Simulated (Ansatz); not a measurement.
`C[NH][AlH][F]` and `C[NH][Al]([F])[F]` differ in one atom or group.

Ansatz, PBE0-D4/def2-TZVP geometries, multiplicity 1. Each molecule was computed in one conformer, which needn't be the lowest.

| property | `C[NH][AlH][F]` |
| --- | --- |
| HOMO–LUMO gap (ωB97M-V/def2-TZVPP) / eV | 10.72 |
| zero-point energy (PBE0-D4/def2-TZVP) / kJ/mol | 167.6 |
| HOMO–LUMO gap (PBE0/def2-TZVPP) / eV | 6.84 |
| LUMO energy (B3LYP/def2-TZVPP) / eV | -0.44 |
| ideal-gas entropy at 298 K and 1 bar (rigid rotor, harmonic PBE0-D4/def2-TZVP) / J/(mol·K) | 317 |
| LUMO energy (PBE/def2-TZVPP) / eV | -0.96 |

Task: Give the same properties after the change, and the shifts. (Estimate.)

Result: The calculation gave: 
| property | `C[NH][Al]([F])[F]` | shift |
| --- | --- | --- |
| HOMO–LUMO gap (ωB97M-V/def2-TZVPP) / eV | 10.60 | -0.12 |
| zero-point energy (PBE0-D4/def2-TZVP) / kJ/mol | 157.3 | -10.3 |
| HOMO–LUMO gap (PBE0/def2-TZVPP) / eV | 6.66 | -0.18 |
| LUMO energy (B3LYP/def2-TZVPP) / eV | -0.94 | -0.50 |
| ideal-gas entropy at 298 K and 1 bar (rigid rotor, harmonic PBE0-D4/def2-TZVP) / J/(mol·K) | 340 | 23 |
| LUMO energy (PBE/def2-TZVPP) / eV | -1.48 | -0.52 |

With PBE0 the HOMO falls by 0.23 eV and the LUMO falls by 0.39 eV, so the gap narrows by about 0.16 eV. PBE moves the HOMO by -0.17 eV and ωB97M-V by -0.23 eV.

B3LYP here is the variant with VWN-RPA as its local correlation; programs differ in this.
